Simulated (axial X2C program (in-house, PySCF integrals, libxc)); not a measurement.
Outer orbitals of MnS at 2.061 Å, PBE50

All values were computed with an in-house relativistic program for diatomic molecules. Spin-free means the one-electron spin-free X2C Hamiltonian; two-component (2c) means X2C with spin–orbit coupling and atomic mean-field two-electron Coulomb and Gaunt terms, so the difference of the two also holds small scalar two-electron terms. Basis: Mn dyall-cv3z [9s10p6d3f2g], S dyall-av3z [9s8p3d2f] (cores contracted in-house); Gaussian nuclei, density fitting, unrestricted open shells. Masses: Mn 54.938 u, S 31.972 u.

The distance is close to the 2c PBE0 minimum; the highest filled and lowest empty levels are listed.

Spin-free orbitals, state M_S = 5/2, Λ = 0 (beyond evenly filled blocks: σα, π+α, π-α, δ+α, δ-α) (Löwdin shares):

```
symmetry  occupied  ε (eV)             atomic character
      σβ       yes  -19.78   75% S s, 10% Mn p, 8% Mn d
      σα       yes  -19.43   72% S s, 13% Mn d, 9% Mn p
     π-α       yes  -13.49             96% Mn d, 3% S p
     π+α       yes  -13.49             96% Mn d, 3% S p
     δ+α       yes  -13.35                    100% Mn d
     δ-α       yes  -13.35                    100% Mn d
      σα       yes  -13.01     86% Mn d, 6% S s, 5% S p
      σβ       yes   -9.24    76% S p, 9% Mn d, 8% Mn s
      σα       yes   -8.15    51% S p, 40% Mn s, 4% S s
     π-β       yes   -7.61   78% S p, 15% Mn d, 6% Mn p
     π+β       yes   -7.61   78% S p, 15% Mn d, 6% Mn p
     π-α       yes   -7.09   81% S p, 13% Mn p, 6% Mn d
     π+α       yes   -7.09   81% S p, 13% Mn p, 6% Mn d
      σα        no   -2.77  42% Mn p, 28% S p, 22% Mn s
      σβ        no   -1.99   55% Mn s, 24% Mn p, 8% S p
     π-α        no   -0.32    77% Mn p, 8% Mn d, 8% S p
     π+α        no   -0.32    77% Mn p, 8% Mn d, 8% S p
```

Spinors with spin–orbit coupling (state Ω = 5/2):

```csv
ω,occupied,ε (eV),atomic character,λ mixture
-1/2,yes,-19.78,"75% S s, 10% Mn p, 8% Mn d",100% σ
1/2,yes,-19.43,"72% S s, 13% Mn d, 9% Mn p",100% σ
-1/2,yes,-13.52,"96% Mn d, 3% S p",100% π
3/2,yes,-13.47,"96% Mn d, 3% S p",100% π
-3/2,yes,-13.40,100% Mn d,100% δ
5/2,yes,-13.31,100% Mn d,100% δ
1/2,yes,-13.01,"86% Mn d, 6% S s, 5% S p",100% σ
-1/2,yes,-9.24,"76% S p, 9% Mn d, 8% Mn s",100% σ
1/2,yes,-8.15,"51% S p, 39% Mn s, 4% S s","99% σ, 1% π"
1/2,yes,-7.63,"78% S p, 15% Mn d, 6% Mn p","99% π, 1% σ"
-3/2,yes,-7.58,"78% S p, 15% Mn d, 6% Mn p",100% π
-1/2,yes,-7.11,"81% S p, 13% Mn p, 6% Mn d",100% π
3/2,yes,-7.06,"81% S p, 13% Mn p, 6% Mn d",100% π
1/2,no,-2.77,"42% Mn p, 28% S p, 22% Mn s",100% σ
-1/2,no,-1.99,"55% Mn s, 24% Mn p, 8% S p",100% σ
-1/2,no,-0.32,"76% Mn p, 8% Mn d, 8% S p",100% π
3/2,no,-0.31,"77% Mn p, 8% Mn d, 7% S p",100% π
```

Task: How does the gap between the highest filled and lowest empty level change from the spin-free to the 2c table?

Result: From 4.32 to 4.29 eV at PBE50, a change of -0.03 eV.

Mulliken charges and populations of the two-component result (they depend on the basis, above all on diffuse functions):

Mn 0.78 e (s 6.69 p 12.28 d 5.24), S -0.78 e (s 5.96 p 10.75 d 0.06 f 0.01). ⟨Lz⟩ = 0.00 ħ and ⟨Sz⟩ = 2.50 ħ (2.63 and -0.13 on the two atoms), which add up to Ω.

The state is a single determinant with fixed occupations, the lowest that a limited PBE0 search found. Density functionals use the spin component along the axis (collinear). With several unpaired electrons one determinant need not be a pure state. This is the top spin component of a Σ state; components of lower Ω are not single determinants and can lie lower. The determinant is spin-polarised beyond a pure state at some levels (its spin-free form has ⟨S²⟩ too high), which makes Re and μ there less reliable. The stretched end of a curve changes character and is left out.
